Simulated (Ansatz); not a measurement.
Reaction (formal hydrolysis of a B–P bond): `CB(N)P` + H₂O → `CB(N)O` + PH₃

Computed with Ansatz on PBE0-D4/def2-TZVP structures; ΔE is electronic, products minus reactants. CCSD(T)/CBS is the MP2 limit (def2-TZVPP, def2-QZVPP) plus CCSD(T) − MP2 in def2-TZVPP, frozen cores. This one scheme is used for every species. DFT in def2-TZVPP. HSE06 is defined as in plane-wave codes. Each species was taken in one conformer, which may not be the lowest.

`CB(N)P`:

Z-matrix (Å, degrees):
```
C
B 1 1.573
H 1 1.094 2 111.6
H 1 1.094 2 113.3 3 122.0
H 1 1.095 2 110.2 3 -117.4
N 2 1.394 1 120.8 3 -128.6
P 2 1.937 1 119.5 3 46.7
H 6 1.005 2 124.1 1 -178.9
H 6 1.007 2 122.3 1 1.1
H 7 1.420 2 98.9 1 146.9
H 7 1.417 2 97.1 1 50.7
```

H₂O:

```xyz
3

O    -0.270    0.242   -0.142
H    -0.401   -0.647    0.195
H     0.671    0.405   -0.054
```

`CB(N)O`:

```xyz
10

C     0.710   -0.671    0.702
B    -0.083    0.306   -0.250
N    -1.449    0.134   -0.524
O     0.532    1.380   -0.859
H     1.141   -0.128    1.549
H     0.094   -1.475    1.110
H     1.548   -1.138    0.173
H    -1.957    0.756   -1.129
H    -1.996   -0.611   -0.137
H     1.460    1.448   -0.636
```

PH₃:

Cartesian coordinates in Å:
```
P -0.433 -0.041 -0.384
H -0.565 0.622 0.864
H 0.803 0.592 -0.677
H 0.196 -1.173 0.197
```

| level | ΔE (kJ/mol) |
| --- | --- |
| r2SCAN-D4 | -103.9 |
| r2SCANh-D4 | -104.3 |
| HSE06-D4 | -97.1 |
| PBE | -98.1 |
| r2SCAN0 | -106.3 |
| RPA@PBE/def2-TZVPP | -106.2 |
| SCS-MP2/def2-TZVPP | -106.9 |
| HF/def2-QZVPP | -125.9 |

(1) What does CCSD(T)/CBS give? (An estimate is asked.)

Largest T1 diagnostic among the species: 0.013.

Answers

(1) Ansatz gave: -98.7 kJ/mol. The listed levels differ from it by -5.2, -5.6, 1.6, 0.6, -7.6, -7.5, -8.2, -27.2 kJ/mol.

At CCSD(T), def2-SVP lies −23.8 kJ/mol from the extrapolated value and def2-TZVPP −5.8 kJ/mol. From BLYP to BHLYP (50 % exact exchange), in def2-TZVPP and without D4, ΔE moves by −6.6 kJ/mol. Leaving LDA and LC-ωPBE aside and taking each functional with its dispersion term where it has one, the values, not all of them listed here, spread over 23.4 kJ/mol, from CAM-B3LYP-D4 to revPBE-D4. LDA lies −5.0 kJ/mol from PBE without D4.
